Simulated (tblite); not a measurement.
A structure optimised at GFN2-xTB (Å):
```
atom  x, y, z in Å
C1     3.6380   -0.4444   -0.9853
C2     2.3225   -0.3717   -0.9376
C3     1.5585    0.8910   -0.6600
C4     0.6631    0.7066    0.4958
C5     0.1199    1.0835    1.6149
F6     0.0100    2.0075    2.5628
C7    -0.3820   -0.2137    1.1238
N8    -1.6833   -0.3519    0.5401
Si9   -2.7668    1.0004    0.6754
Si10  -1.8618   -1.6921   -0.5521
H11    4.1503   -1.3691   -1.1878
H12    4.2615    0.4213   -0.8298
H13    1.7080   -1.2493   -1.0901
H14    0.9387    1.1267   -1.5336
H15    2.2394    1.7266   -0.4811
H16   -0.0486   -1.1366    1.5967
H17   -2.3180    2.1293   -0.1528
H18   -4.0631    0.5238    0.2114
H19   -2.7975    1.3932    2.0825
H20   -1.2134   -2.8422    0.0836
H21   -3.2906   -1.8996   -0.7430
H22   -1.1953   -1.4196   -1.8346
```

Neutral, closed shell.

Question: Read off the bonds between heavy atoms and their formal orders.

Answer: C1–C2 1.32 Å (double); C2–C3 1.50 Å (single); C3–C4 1.47 Å (single); C4–C5 1.30 Å (double); C5–F6 1.33 Å (single); C5–C7 1.47 Å (single); C7–N8 1.43 Å (single); N8–Si9 1.74 Å (single); N8–Si10 1.74 Å (single); C4–C7 1.53 Å (single). Bonds to hydrogen (Å): C1–H11 1.08; C1–H12 1.08; C2–H13 1.08; C3–H14 1.10; C3–H15 1.09; C7–H16 1.09; Si9–H17 1.47; Si9–H18 1.46; Si9–H19 1.46; Si10–H20 1.47; Si10–H21 1.46; Si10–H22 1.47.

Question: Which species is it?

Answer: `C=CCC1=C(F)[C@H]1N([SiH3])[SiH3]`, C6H12FNSi2. Among its features: C=C double bond, C–F bond, Si–H bond and cyclopropene ring.

Question: What is the point group of this geometry?

Answer: C1 (no symmetry element, even within 0.4 Å).

Question: Which rings does it hold (smallest set)?

Answer: C4–C5–C7 (3 members).

Question: Describe the place of each heavy atom.

Answer: C1: terminal =CH2 carbon; C2: alkene CH carbon; C3: allylic carbon; C4: fully substituted alkene carbon; C5: vinylic C–F carbon; F6: vinyl fluorine; C7: sp3 carbon bound to nitrogen; N8: nitrogen bridging silicon atoms; Si9/Si10: SiH3 silicon.

Question: What is the arrangement about C5?

Answer: It has 3 neighbours (C4, F6, C7) and is planar (angles 148.3°, 145.2° and 66.5°, sum 359.9°, 0.02 Å off the plane of its three neighbours).

Question: What is the arrangement about C2?

Answer: It has 3 neighbours (C1, C3, H13) and is planar (angles 124.1°, 121.1° and 114.8°, sum 360.0°, 0.00 Å off the plane of its three neighbours).

All values are computed, not measured.
